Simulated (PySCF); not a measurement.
**Gd(NH2)3: from a saddle point downhill**

PySCF 2.14.0, RKS PBE0, Gd lcecp-1-SVP with ECP53, N def2-SVP, H def2-SVP; non-relativistic Hamiltonian with scalar-relativistic core potentials where named; density fitting; no spin-orbit coupling. Relaxed within the symmetry of its start, the geometry (D3h) is

```xyz
10

Gd    0.0000    0.0000    0.0000
N     2.2283    0.0000    0.0000
H     2.8577    0.0000    0.8040
H     2.8577    0.0000   -0.8040
N    -1.1141    1.9298    0.0000
H    -1.4288    2.4749    0.8040
H    -1.4288    2.4749   -0.8040
N    -1.1142   -1.9298    0.0000
H    -1.4289   -2.4748    0.8040
H    -1.4289   -2.4748   -0.8040
```

and its lowest harmonic modes are -456, -456, -436, -95, 112, 112 cm⁻¹ (negative: unstable). It was moved along the lowest mode and relaxed again.

Question: Where does it end, and how much lower?

Answer: In C3v, 0.927 eV lower, after 46 steps:
```xyz
10

Gd    0.0166   -0.0077    0.1344
N     2.1922    0.0078   -0.1833
H     2.8070    0.8211   -0.2397
H     2.8010   -0.7972   -0.3377
N    -1.0877    1.8895    0.2445
H    -2.1001    2.0100    0.3002
H    -0.7092    2.8368    0.1968
N    -1.0943   -1.9000    0.0001
H    -2.1075   -2.0227    0.0325
H    -0.7180   -2.8377   -0.1479
```

Question: How do the contacts change?

Answer: 
| contact | saddle (Å) | end (Å) |
| --- | --- | --- |
| Gd1–N2 (NH2) | 2.228 | 2.199 |
| Gd1–N5 (NH2) | 2.228 | 2.198 |
| Gd1–N8 (NH2) | 2.228 | 2.198 |


Question: Is the end a minimum?

Answer: Yes; lowest modes 30, 108, 109, 276, 281, 283 cm⁻¹.

An lcecp potential fixes the number of 4f electrons, so in runs with it no electron can move into or out of that shell.

State: singlet in the valence, with the 4f electrons in the core potential.
